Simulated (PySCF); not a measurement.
Two species compared at the same levels of theory.

First species: C8H7ClO2.
SMILES: `c1c(C(O)=O)c(cc(c1)C)Cl`

Second species: C7H13N3.
Geometry (GFN2-xTB, Å), atoms numbered from 1 in this order:
```xyz
23
C7H13N3 angstrom
C      3.7198   -0.5394   -0.1917
C      2.2411   -0.6429   -0.1016
C      1.2851    0.3522   -0.1423
N      0.1071   -0.2989   -0.0176
C     -1.2587    0.2007    0.0098
C     -1.8750   -0.2197    1.3470
C     -1.2750    1.7203   -0.1313
C     -2.0107   -0.4528   -1.1531
N      0.3323   -1.6026    0.0920
N      1.5921   -1.8176    0.0433
H      4.1782   -0.9483    0.7071
H      4.0178    0.5001   -0.3056
H      4.0831   -1.1127   -1.0428
H      1.3768    1.4114   -0.2468
H     -1.3426    0.2468    2.1734
H     -2.9183    0.0792    1.3917
H     -1.8075   -1.2987    1.4567
H     -2.3044    2.0684   -0.1071
H     -0.8340    2.0298   -1.0764
H     -0.7368    2.1946    0.6865
H     -1.5747   -0.1517   -2.1036
H     -1.9445   -1.5341   -1.0688
H     -3.0558   -0.1569   -1.1397
```

Levels: PBE0/pcSseg-1 for dipole moment, HOMO energy, LUMO energy and HOMO–LUMO gap; GFN2-xTB for rotational constant A and rotational constant C. Geometries: GFN2-xTB. All species are isolated and taken at one optimised geometry, non-relativistic unless stated; the electronic structure was computed with PySCF and density fitting.

Dipoles, sizes and rotational constants follow the conformer. The torsions of the flexible species, by atom-mapped SMILES:
- `[CH3:1][c:2]1[cH:3][cH:4][c:5]([C:6](=[O:7])[OH:8])[c:9]([Cl:10])[cH:11]1`: C4–C5–C6–O7 180°, H–O8–C6–C5 180°
- `[CH3:1][c:2]1[cH:3][n:4]([C:5]([CH3:6])([CH3:7])[CH3:8])[n:9][n:10]1`: C3–N4–C5–C6 -121°

Values for the first species:

| Quantity | Value |
| --- | --- |
| Dipole moment | 3.70 D |
| HOMO energy | -7.32 eV |
| LUMO energy | -1.57 eV |
| HOMO–LUMO gap | 5.75 eV |
| Rotational constant A | 1.486 GHz |
| Rotational constant C | 0.508 GHz |

Problem. Estimate the same properties for the second species, and the change in each.

Solution. 
| property | first | second | second less first |
| --- | --- | --- | --- |
| dipole moment | 3.70 D | 4.39 D | +0.69 D |
| HOMO energy | -7.32 eV | -6.97 eV | +0.35 eV |
| LUMO energy | -1.57 eV | 0.28 eV | +1.85 eV |
| HOMO–LUMO gap | 5.75 eV | 7.25 eV | +1.50 eV |
| rotational constant A | 1.486 GHz | 2.893 GHz | +1.407 GHz |
| rotational constant C | 0.508 GHz | 0.797 GHz | +0.289 GHz |

On the first: The dipole equals about 12.4 × 10⁻³⁰ C·m (1 D = 3.33564 × 10⁻³⁰ C·m).

On the second: The dipole equals about 14.6 × 10⁻³⁰ C·m (1 D = 3.33564 × 10⁻³⁰ C·m).
